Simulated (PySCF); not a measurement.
Al(Cl)(nPr)2, SMILES CC[CH2][Al]([Cl])[CH2]CC, GFN2-xTB optimised geometry. Atoms within 1.6 Å of the plane z = 0.0 Å (x, y, z in Å): Al1 (-1.37, -1.36, 0.00), Cl2 (-2.37, -3.14, -0.02), C3 (0.64, -1.36, 0.00), C4 (1.23, -2.76, 0.24), C5 (2.76, -2.75, 0.21), H6 (1.04, -0.68, 0.76), H7 (1.04, -0.98, -0.95), H8 (0.90, -3.14, 1.21), H9 (0.86, -3.45, -0.52), H10 (3.12, -2.41, -0.76), H11 (3.15, -3.75, 0.38), H12 (3.15, -2.09, 0.97), C13 (-2.42, 0.34, 0.00), C14 (-1.54, 1.59, 0.10), C15 (-2.37, 2.88, 0.03), H16 (-3.15, 0.35, 0.82), H17 (-3.04, 0.41, -0.91), H18 (-0.98, 1.57, 1.03), H19 (-0.81, 1.59, -0.72), H20 (-2.92, 2.93, -0.91), H21 (-1.73, 3.75, 0.10), H22 (-3.08, 2.91, 0.85).

Computed with PBE0/def2-SVP (PySCF). Cells within 0.4 Å of a nucleus heavier than hydrogen are left out (blank, or x).

Map of the deformation density (molecule minus spherical neutral atoms) (e/bohr³) on the plane z = 0.0 Å:

```
|1111111111111111111111111111111|
|1111111111111111111111111111111|
|1111111111111111111111111111111|
|1111111111111111111111111111111|
|1111111111101111111111111111111|
|1111111001310111111111111111111|
|1111111003961111111111111111111|
|111111111x841111111111111111111|
|111111124xx10011111111111111111|
|1111110004830001111111111111111|
|1111111002651111111111111111111|
|11111110003xx311111111111111111|
|1111111002651111111111111111111|
|1111111114730001111111111111111|
|11111112xx420001111111111111111|
|111111111x631011111111111111111|
|1111110014641111011111111111111|
|1111111112321122122111111111111|
|11111111111xx146xx2000111111111|
|11111111111xx145xx2000011111111|
|1111111112211122375100111111111|
|1111111123431110145232431011111|
|111111122x22110003x565x20011111|
|111111122xx21110166221441111111|
|1111111112321111133001451111111|
|1111111111111111111001111111111|
|1111111111111111111111111111111|
|1111111111111111111111111111111|
|1111111111111111111111111111111|
|1111111111111111111111111111111|
|1111111111111111111111111111111|
```
Scale: ten equal steps from -0.016 (start of '0') to 0.085 (end of '9'), in the order '0123456789'; x runs from -6.00 to 6.00, y from -6.00 (bottom) to 6.00 (top).
